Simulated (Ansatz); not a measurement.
C₅H₁₁ClO₃, SMILES `COC(CCl)(OC)OC` at its PBE0-D4/def2-TZVP geometry, where that method's forces vanish. The species carries charge 0 and has multiplicity 1.

```json
{"atom": "C1", "x (Å)": "-1.837", "y (Å)": "1.035", "z (Å)": "0.026"}
{"atom": "O2", "x (Å)": "-0.977", "y (Å)": "-0.055", "z (Å)": "-0.225"}
{"atom": "C3", "x (Å)": "0.295", "y (Å)": "0.037", "z (Å)": "0.322"}
{"atom": "C4", "x (Å)": "0.317", "y (Å)": "0.314", "z (Å)": "1.827"}
{"atom": "Cl5", "x (Å)": "-0.665", "y (Å)": "-0.843", "z (Å)": "2.742"}
{"atom": "O6", "x (Å)": "1.011", "y (Å)": "1.113", "z (Å)": "-0.192"}
{"atom": "C7", "x (Å)": "1.287", "y (Å)": "1.042", "z (Å)": "-1.578"}
{"atom": "O8", "x (Å)": "0.971", "y (Å)": "-1.136", "z (Å)": "0.030"}
{"atom": "C9", "x (Å)": "0.236", "y (Å)": "-2.292", "z (Å)": "-0.328"}
{"atom": "H10", "x (Å)": "-1.347", "y (Å)": "1.989", "z (Å)": "-0.190"}
{"atom": "H11", "x (Å)": "-2.691", "y (Å)": "0.913", "z (Å)": "-0.639"}
{"atom": "H12", "x (Å)": "-2.194", "y (Å)": "1.030", "z (Å)": "1.061"}
{"atom": "H13", "x (Å)": "1.346", "y (Å)": "0.227", "z (Å)": "2.167"}
{"atom": "H14", "x (Å)": "-0.053", "y (Å)": "1.314", "z (Å)": "2.042"}
{"atom": "H15", "x (Å)": "1.955", "y (Å)": "0.208", "z (Å)": "-1.803"}
{"atom": "H16", "x (Å)": "1.773", "y (Å)": "1.981", "z (Å)": "-1.838"}
{"atom": "H17", "x (Å)": "0.367", "y (Å)": "0.936", "z (Å)": "-2.161"}
{"atom": "H18", "x (Å)": "0.973", "y (Å)": "-3.093", "z (Å)": "-0.384"}
{"atom": "H19", "x (Å)": "-0.516", "y (Å)": "-2.545", "z (Å)": "0.421"}
{"atom": "H20", "x (Å)": "-0.249", "y (Å)": "-2.177", "z (Å)": "-1.299"}
```

Question: For each bond, give half the difference of the two atoms' forces along it (eV/Å; positive pushes the atoms apart) under PBE-D4, r2SCAN-D4, B3LYP-D4, ωB97M-V in def2-TZVPP. (Estimate.)

Answer: Computed: 
| bond | length (Å) | PBE-D4 | r2SCAN-D4 | B3LYP-D4 | ωB97M-V |
| --- | --- | --- | --- | --- | --- |
| C1–O2 | 1.411 | 0.23 | 0.28 | 0.24 | 0.25 |
| C1–H11 | 1.089 | 0.07 | -0.07 | -0.13 | -0.10 |
| C1–H12 | 1.095 | 0.08 | -0.06 | -0.10 | -0.10 |
| C3–C4 | 1.531 | -0.09 | -0.05 | -0.06 | -0.05 |
| C3–O8 | 1.385 | 0.27 | 0.11 | 0.10 | 0.07 |
| C4–H13 | 1.087 | 0.08 | -0.07 | -0.15 | -0.10 |
| C4–H14 | 1.088 | 0.08 | -0.08 | -0.15 | -0.11 |
| O6–C7 | 1.415 | 0.26 | 0.28 | 0.24 | 0.22 |
| C7–H15 | 1.092 | 0.08 | -0.06 | -0.09 | -0.10 |
| C7–H16 | 1.089 | 0.07 | -0.07 | -0.13 | -0.09 |
| C7–H17 | 1.094 | 0.08 | -0.06 | -0.08 | -0.09 |
| O8–C9 | 1.416 | 0.20 | 0.27 | 0.25 | 0.25 |
| C9–H18 | 1.090 | 0.08 | -0.07 | -0.12 | -0.10 |
| C9–H19 | 1.091 | 0.08 | -0.07 | -0.10 | -0.10 |

B3LYP here is the variant with VWN-RPA as its local correlation; programs differ in this.
